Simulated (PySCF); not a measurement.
Species: C₂H₇BPbS.
Numbering: `[BH2:1][PbH2:2][S:3][CH:4]=[CH2:5]` (hydrogens: H6, H7 on B1; H8, H9 on Pb2; H10 on C4; H11, H12 on C5)

The calculation used PBE0-D3(BJ)/def2-SVP geometry optimisation, gas phase, def2 core potentials past Kr in PySCF 2.14.0.

Entries marked ? are missing. Bonds in one row agree within 0.01 Å.

```
    coordinate    value
        B1–Pb2  2.289 Å
        Pb2–S3        ?
         S3–C4        ?
         C4=C5        ?
  B1–H6, B1–H7  1.204 Å
Pb2–H8, Pb2–H9  1.761 Å
        C4–H10  1.098 Å
        C5–H11  1.093 Å
        C5–H12  1.094 Å
     Pb2–B1–H6        ?
     Pb2–B1–H7        ?
      H6–B1–H7   121.9°
     B1–Pb2–S3    99.9°
     B1–Pb2–H8        ?
     S3–Pb2–H8    98.6°
     S3–Pb2–H9   105.8°
     H8–Pb2–H9   109.7°
     Pb2–S3–C4   103.9°
      S3–C4–C5   131.1°
     S3–C4–H10   110.2°
     C5–C4–H10   118.7°
     C4–C5–H11        ?
     C4–C5–H12   123.2°
    H11–C5–H12   116.8°
```

**Question.** Fill in the missing values.

**Answer.** 
- Pb2–S3 = 2.550 Å, drawn single (ends: lead bonded to B, S and 2 H; sulfur bonded to C and Pb); 0.04 Å above the sum of covalent radii, 2.51 Å.
- S3–C4 = 1.751 Å, drawn single (ends: sulfur bonded to C and Pb; alkene CH carbon); 0.03 Å below the sum of covalent radii, 1.78 Å.
- C4=C5 = 1.338 Å, drawn double (alkene CH carbon to terminal =CH2 carbon); 0.12 Å below the sum of covalent radii, 1.46 Å.
- Pb2–B1–H6 = 117.7°, at the three-coordinate boron; the outer atoms are 3.042 Å apart.
- Pb2–B1–H7 = 120.3°, at the three-coordinate boron; the outer atoms are 3.078 Å apart.
- B1–Pb2–H8 = 118.9°, at the lead bonded to B, S and 2 H; the outer atoms are 3.498 Å apart.
- C4–C5–H11 = 120.0°, at the terminal =CH2 carbon; the outer atoms are 2.109 Å apart.

Radii are Cordero's, carbon taken as 0.76, 0.73 or 0.69 Å for four, three, and two or fewer neighbours.

PBE0-D3(BJ)/def2-SVP frequencies: not computed here. The numbers are those of one conformer (H–B1–Pb2–S3 72° and -105°, B1–Pb2–S3–C4 61°, Pb2–S3–C4–C5 2°).
